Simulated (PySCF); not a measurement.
## Steps of a relaxation of Cs2O(H2O)2

Cs2O(H2O)2 (singlet; a saddle point, relaxed within its symmetry). PySCF 2.14.0, RKS PBE, Cs def2-SVP with ECP46, O def2-SVP, H def2-SVP; non-relativistic Hamiltonian with scalar-relativistic core potentials where named; density fitting; no spin-orbit coupling. Origin of the start: template. Columns: position (Å) and force (eV/Å). Energies are counted from the last step; some of the 11 steps are shown. Forces carry noise of the integration grid, about 0.01 to 0.03 eV/Å.

Run from Python with OMP_NUM_THREADS=2. Where DIIS fails, smearing, a level shift and second-order steps follow.
It took 42 s on 2 threads of Arm Neoverse V1 (shared host), from the converged density of the start.

```xyz
9
step 0  E = 0.087 eV
Cs    0.0000    0.0000    2.5628     0.00    0.00   -0.47
Cs    0.0000    0.0000   -2.5628     0.00    0.00    0.47
O     0.0000    0.0000    0.0000     0.00    0.00    0.00
O     0.0000    0.0000    5.5428     0.00    0.00   -0.48
H     0.7700    0.0000    6.1328     0.23    0.00    0.38
H    -0.7700    0.0000    6.1328    -0.23    0.00    0.38
O     0.0000    0.0000   -5.5428     0.00    0.00    0.48
H     0.7700    0.0000   -6.1328     0.23    0.00   -0.38
H    -0.7700    0.0000   -6.1328    -0.23    0.00   -0.38
```

```xyz
9
step 3  E = 0.032 eV
Cs    0.0000    0.0000    2.5260     0.00    0.00   -0.17
Cs    0.0000    0.0000   -2.5260     0.00    0.00    0.17
O     0.0000    0.0000    0.0000     0.00    0.00    0.00
O     0.0000    0.0000    5.5795     0.00    0.00    0.51
H     0.7619    0.0000    6.2030    -0.10    0.00   -0.17
H    -0.7619    0.0000    6.2030     0.10    0.00   -0.17
O     0.0000    0.0000   -5.5795     0.00    0.00   -0.51
H     0.7619    0.0000   -6.2030    -0.10    0.00    0.17
H    -0.7619    0.0000   -6.2030     0.10    0.00    0.17
```

```xyz
9
step 7  E = 0.001 eV
Cs    0.0000    0.0000    2.5045     0.00    0.00    0.07
Cs    0.0000    0.0000   -2.5045     0.00    0.00   -0.07
O     0.0000    0.0000    0.0000     0.00    0.00    0.00
O     0.0000    0.0000    5.7150     0.00    0.00   -0.10
H     0.7662    0.0000    6.3215     0.01    0.00    0.06
H    -0.7662    0.0000    6.3215    -0.01    0.00    0.06
O     0.0000    0.0000   -5.7150     0.00    0.00    0.10
H     0.7662    0.0000   -6.3215     0.01    0.00   -0.06
H    -0.7662    0.0000   -6.3215    -0.01    0.00   -0.06
```

Task: Where does the relaxation end?

Result: It converges at step 10 in D2h:
```xyz
9
step 10  E = 0
Cs    0.0000    0.0000    2.5194
Cs    0.0000    0.0000   -2.5194
O     0.0000    0.0000    0.0000
O     0.0000    0.0000    5.7624
H     0.7643    0.0000    6.3731
H    -0.7643    0.0000    6.3731
O     0.0000    0.0000   -5.7624
H     0.7643    0.0000   -6.3731
H    -0.7643    0.0000   -6.3731
```

Task: How did the contacts change?

Result: 
| contact | start (Å) | end (Å) |
| --- | --- | --- |
| Cs1–O3 (O) | 2.563 | 2.519 |
| Cs1–O4 (H2O) | 2.980 | 3.243 |
| Cs2–O7 (H2O) | 2.980 | 3.243 |
